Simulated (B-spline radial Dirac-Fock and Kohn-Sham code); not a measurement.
**Kohn-Sham estimates against Dirac-Fock for the levels of Tc¹²⁺**

System: the Tc¹²⁺ ion, configuration 1s2 2s2 2p6 3s2 3p6 3d10 4s2 4p1.

The density-functional columns are spherical, spin-unpolarised Dirac-Kohn-Sham results without Breit or QED terms: −ε is minus the orbital energy of the initial state and ΔSCF the difference of two total energies. The reference in the last column comes from ΔSCF Dirac-Fock with Breit, self-energy and vacuum polarisation, finite nucleus, configuration average. All numbers are from a radial B-spline solver, in eV; a selection of levels is shown. The Kohn-Sham columns are given as differences from the reference. For the 1s level of heavy atoms much of the gap between ΔSCF and the reference is the Breit and QED part, -58.7 eV here; for other levels the error of the functional can be larger.

```csv
level,LDA −ε − DF,LDA ΔSCF − DF,Dirac-Fock
K (1s),-237.8,+52.4,21319.1
L1 (2s),-99.6,-41.9,3318.6
L2 (2p1/2),-74.7,-5.3,3065.1
L3 (2p3/2),-76.2,-9.6,2948.5
M1 (3s),-50.9,-26.3,806.3
M2 (3p1/2),-40.3,-15.3,707.5
M3 (3p3/2),-40.0,-15.6,687.2
M4 (3d3/2),-24.7,+1.1,515.7
M5 (3d5/2),-24.8,+0.8,511.9
N1 (4s),-7.7,+4.1,289.5
"N2,3 (4p)",-9.8,+1.5,258.9
```

Values without a named source are computed, but for edge energies of neutral atoms, which are taken from tables.
